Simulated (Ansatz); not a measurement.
Abridged output of a molecular run in Ansatz:

```
Functional definition: HF
1301 factors; integrals over basis functions are off by at most 7.8e-4 eV
mean field evaluation 1: about -17058.3720 eV, gradient 4.1e1 eV
mean field evaluation 2: about -17058.5851 eV, gradient 4.1e1 eV
mean field evaluation 4: about -17061.9970 eV, gradient 3.5e0 eV
mean field evaluation 8: about -17062.0586 eV, gradient 1.8e-1 eV
mean field -17062.05873203 eV, -627.0190933231 hartree, gradient 7.9e-6 eV, S^2 0.000000; 0 other end points of the search recorded, 0 dependent functions left out
9 core orbitals not correlated: weight in the atoms' cores, before any rotation towards them, 1.000 or more for the frozen orbitals, at most 0.000 for the correlated occupied ones
reference -17062.05873203 eV, -627.0190933231 hartree; 16, 16 occupied and 183, 183 virtual orbitals, 1301 factors
second order -27.98399128 eV of doubles, -0.00000000 eV of singles
cycle   1  -27.93585868 eV  change    4.8e-2 eV  update   1.1e-1
cycle   2  -28.57118762 eV  change   -6.4e-1 eV  update   3.3e-2
cycle   3  -28.71700412 eV  change   -1.5e-1 eV  update   1.7e-2
cycle   4  -28.69579110 eV  change    2.1e-2 eV  update   3.6e-3
cycle   5  -28.69389315 eV  change    1.9e-3 eV  update   1.7e-3
cycle   6  -28.69534694 eV  change   -1.5e-3 eV  update   4.3e-4
cycle   7  -28.69511433 eV  change    2.3e-4 eV  update   1.6e-4
cycle   8  -28.69499032 eV  change    1.2e-4 eV  update   4.3e-5
cycle   9  -28.69500103 eV  change   -1.1e-5 eV  update   1.6e-5
perturbative correction -0.90723718 eV, -0.0333403514 hartree
Total energy: -17091.66097024 eV, -628.1069555123 hartree
```

Its atoms:

Z-matrix (Å, degrees):
```
C
F 1 1.345
F 1 1.345 2 106.9
F 1 1.345 2 106.9 3 -114.1
Si 1 1.934 2 111.9 3 122.9
H 5 1.480 1 107.3 2 59.9
H 5 1.480 1 107.3 2 179.9
H 5 1.480 1 107.3 2 -60.1
```

Question: Which basis set was used?
A. def2-QZVPP
B. cc-pV(D+d)Z
C. def2-SVP
D. def2-TZVPP

Answer: D. It gives 208 functions.

Question: Write the keys of the input that set method, charge and spin (a neutral closed shell needs none for the last two).

Answer: 
```yaml
correlation: {method: ccsd_t}
```
